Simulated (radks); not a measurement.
Values are calculated unless marked as measured or tabulated.
Neutral indium inside a hard spherical wall (all orbitals vanish at R), configuration held at [Kr] 4d10 5s2 5p1 and not refilled when levels cross. Code: a radial shooting solver on a logarithmic mesh with Libxc functionals. Model: scalar-relativistic Kohn-Sham, r2SCAN, spin-polarised, spherical densities, finite nucleus; open shells are filled with parallel spins first (spin-orbit coupling, left out, can overturn this in heavy ions); meta-GGA in the generalised Kohn-Sham scheme; Fermi nuclear charge, rms radius 4.6156 fm. Eigenvalues in eV for spin up, with the zero of energy where the potential of the charges vanishes at infinity; a dash marks a level that is unbound or too diffuse for the functional's potential to be trusted. A positive occupied level is held by the wall or, in an anion where self-interaction has pushed it up, behind a barrier. The pressure on the wall is -dE/dV.

| R (bohr) | E (hartree) | kinetic (hartree) | e(4p) | e(4d) | e(5s) | e(5p) | e(6s, empty) | e(5d, empty) | pressure (GPa) |
|---|---|---|---|---|---|---|---|---|---|
| free | -5882.30942 | 6131.166 | -80.424 | -19.214 | -8.790 | -2.870 | - | - | 0 |
| 20 | -5882.30942 | 6131.166 | -80.424 | -19.214 | -8.790 | -2.870 | -0.029 | 0.827 | < 0.0001 |
| 15 | -5882.30941 | 6131.167 | -80.423 | -19.212 | -8.789 | -2.869 | 0.168 | 1.263 | < 0.0001 |
| 10 | -5882.30854 | 6131.173 | -80.343 | -19.134 | -8.734 | -2.800 | 1.397 | 2.509 | 0.0192 |
| 8 | -5882.30365 | 6131.204 | -80.092 | -18.887 | -8.567 | -2.543 | 3.473 | 3.897 | 0.204 |
| 7 | -5882.29393 | 6131.260 | -79.751 | -18.555 | -8.334 | -2.153 | 5.774 | 5.226 | 0.745 |
| 5 | -5882.17442 | 6131.823 | -77.591 | -16.487 | -6.475 | 0.863 | 19.176 | 12.232 | 14.8 |
| 3 | -5880.30677 | 6139.085 | -65.540 | -5.046 | 11.751 | 25.464 | 98.550 | 51.799 | 859 |
| 2.5 | -5877.46155 | 6149.655 | -54.775 | 5.931 | 34.192 | 52.887 | 171.30 | 88.068 | 3480 |
| 2 | -5868.45690 | 6181.699 | -31.201 | 31.991 | 94.468 | 121.82 | 331.88 | 168.85 | 18700 |
| 1.5 | -5832.17590 | 6297.868 | 35.508 | 108.58 | 287.91 | 328.05 | 757.15 | 385.37 | 149000 |
